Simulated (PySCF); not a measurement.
Isomers of CH5BSi. Isolated molecules, 0 K electronic values unless said otherwise. One relaxed conformer stands for each flexible species; it need not be the lowest. Strings in code marks are SMILES.

The HOMO–LUMO gap from two functionals at the same geometries (B3LYP-D3(BJ)/def2-TZVP), both in PySCF: PBE-D3(BJ)/def2-TZVP and B3LYP-D3(BJ)/def2-TZVP. B3LYP has the VWN-RPA correlation part, as in Gaussian. 

```
species           B3LYP-D3(BJ)/def2-TZVP (eV)
----------------  ---------------------------
`B1C[SiH2]1`                             5.12
`C=[SiH]B`                               3.51
`CB=[SiH2]`                              3.10
`[H]/B=C\[SiH3]`                         5.17
`C=B[SiH3]`                              4.40
```

What does PBE-D3(BJ)/def2-TZVP give for each?


- `B1C[SiH2]1`: 3.58
- `C=[SiH]B`: 2.22
- `CB=[SiH2]`: 1.65
- `[H]/B=C\[SiH3]`: 3.56
- `C=B[SiH3]`: 2.79
Over these rows, drawn at random from the members with no instability flagged (it was tested for open shells, ions and some series alone), PBE minus B3LYP-D3(BJ): mean -1.50 eV, from -1.61 eV to -1.29 eV.
